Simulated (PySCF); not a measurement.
F₆Sb, SMILES [F][Sb-]([F])([F])([F])([F])[F], charge -1.

Geometry: B3LYP-D3(BJ)/def2-SVPD. The def2 effective core potentials stand for the cores of Sb; spin–orbit coupling is left out.

Calculation: PBE/def2-SVPD in PySCF.

Symmetry labels are those of the subgroup D2h that the program uses (full group Oh).

**Question.** List the valence orbital energies around the gap with their symmetry. (The exact figures need the calculation; the answer reports its results.)

**Answer.** 
```json
[
 {"orbital": "HOMO−7", "symmetry": "B2u", "energy (eV)": "-5.14"},
 {"orbital": "HOMO−6", "symmetry": "B3u", "energy (eV)": "-5.14"},
 {"orbital": "HOMO−5", "symmetry": "B1u", "energy (eV)": "-4.98"},
 {"orbital": "HOMO−4", "symmetry": "B2u", "energy (eV)": "-4.98"},
 {"orbital": "HOMO−3", "symmetry": "B3u", "energy (eV)": "-4.98"},
 {"orbital": "HOMO−2", "symmetry": "B1g", "energy (eV)": "-4.53"},
 {"orbital": "HOMO−1", "symmetry": "B2g", "energy (eV)": "-4.53"},
 {"orbital": "HOMO", "symmetry": "B3g", "energy (eV)": "-4.53"},
 {"orbital": "LUMO", "symmetry": "Ag", "energy (eV)": "0.60"},
 {"orbital": "LUMO+1", "symmetry": "Ag", "energy (eV)": "4.30"},
 {"orbital": "LUMO+2", "symmetry": "B1u", "energy (eV)": "4.90"},
 {"orbital": "LUMO+3", "symmetry": "B2u", "energy (eV)": "4.90"}
]
```
